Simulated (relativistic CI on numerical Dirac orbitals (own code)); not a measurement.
## Hyperfine structure of Pb XXXI, mass number 207

Method of calculation: Dirac-Coulomb-Breit CI, orbitals from a KLI potential per configuration, QED by a radiative potential, unscaled Slater integrals (own radial code, finite nucleus).

Configurations in the expansion (outside the closed core [Ar] 3d10 4p6 4d10): 4s²4f⁶, 4s²4f⁵5s, 4s²4f⁴5s², 4s4f⁷, 4s²4f⁵6s, 4f⁸. Levels of other configurations are missing.

Nuclear spin I = 1/2, μ = 0.5906 μN (tables of Stone and Pyykkö). The electronic factors are computed for point nuclear moments, without core polarisation or the Bohr-Weisskopf and QED corrections.

| Level | E (cm⁻¹) | A (MHz) |
| --- | --- | --- |
| 4s²4f⁶ ⁷F1 | 23375.7 | 65.49 |
| 4s²4f⁶ ⁷F2 | 41758.9 | 1418 |
| 4s²4f⁶ ⁷F3 | 55340.2 | 2360 |
| 4s²4f⁶ ⁷F4 | 65613.1 | 2961 |
| 4s²4f⁶ ⁷F5 | 72445.0 | 3479 |
| 4s²4f⁶ ⁵L7 | 117997.7 | 5388 |
| 4s²4f⁶ ⁵D2 | 118780.2 | 3423 |

Levels with J = 0, under 50 % of one LS term, or S terms without an open s electron are left out. Small factors come from cancelling terms and can be off by tens of per cent or more.

At this charge energies of transitions that change n are usually good to better than 1 %, and those within a shell (Δn = 0) to a few per cent. Terms inside the open d or f shell come out 10 to 20 % too wide with unscaled integrals.

(1) Give the hyperfine levels of 4s²4f⁶ ⁷F3 relative to its centre of gravity.

Answers

(1) With K = F(F + 1) − I(I + 1) − J(J + 1), E = AK/2: F = 5/2: -4720, F = 7/2: 3540 MHz.

LS names give the leading component of a level, which can be under half, so a name can repeat, a term be missing and a line seem to break the LS rules.
